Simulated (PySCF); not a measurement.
Atoms are numbered as in `[CH3:1][C@@H:2]([C:3]#[N:4])[SiH2:5][NH2:6]`. Each H is labelled by its parent atom. Ha(Si5) is pro-R; Hb(Si5) is pro-S.

PySCF 2.14.0 with density-fitted response routines calculation with geometry from GFN2-xTB and shielding tensors at PBE0/pcSseg-1 (GIAO); no relativistic terms, one computed conformer, averaged over atoms made equivalent by symmetry, fast rotation or ring inversion, gas phase.

Referencing at the same level of theory: ¹³C, ¹H, ²⁹Si vs TMS; NH3 for ¹⁵N.

| atoms | nucleus | count | Hirshfeld charge | δ (ppm) |
| --- | --- | --- | --- | --- |
| Ha(Si5) | ¹H | 1 | -0.08 | 4.92 |
| H(C1) | ¹H | 3 | 0.05 | ? |
| H(C2) | ¹H | 1 | 0.06 | 1.93 |
| N6 | ¹⁵N | 1 | -0.32 | ? |
| C2 | ¹³C | 1 | -0.09 | 8.5 |
| Hb(Si5) | ¹H | 1 | -0.07 | 4.80 |
| H(N6) | ¹H | 2 | 0.12 | 0.16 |
| C3 | ¹³C | 1 | 0.08 | ? |
| N4 | ¹⁵N | 1 | -0.24 | 295.9 |
| C1 | ¹³C | 1 | -0.10 | 15.1 |
| Si5 | ²⁹Si | 1 | 0.39 | -28.7 |

Q: Estimate the values marked ?.

A: 
- C3: 125.7 ppm, nitrile carbon; this is the usual window of a C≡N carbon, which has no attached hydrogen
- H(C1): 1.40 ppm, hydrogen on a methyl carbon
- N6: 6.6 ppm, nitrogen bonded to Si, 2 H

OH/NH shifts are gas-phase values; hydrogen bonding in solution moves them, usually downfield. Shifts are as computed. Against solution values, carbons near 30 ppm lie about +3 ppm off and those near 130 ppm about +5 ppm. Of 1309 compounds with measured shifts, 239 miss one by over three times the rms of a fit or turn the order of signals round; such compounds aren't used in these exercises. Experimental scales use liquid or dissolved standards, which lie at an offset from isolated NH3 (liquid NH3: subtract about 20 ppm). Unscaled 15N shifts of sp2 nitrogen come out 20 to 40 ppm too high even then.
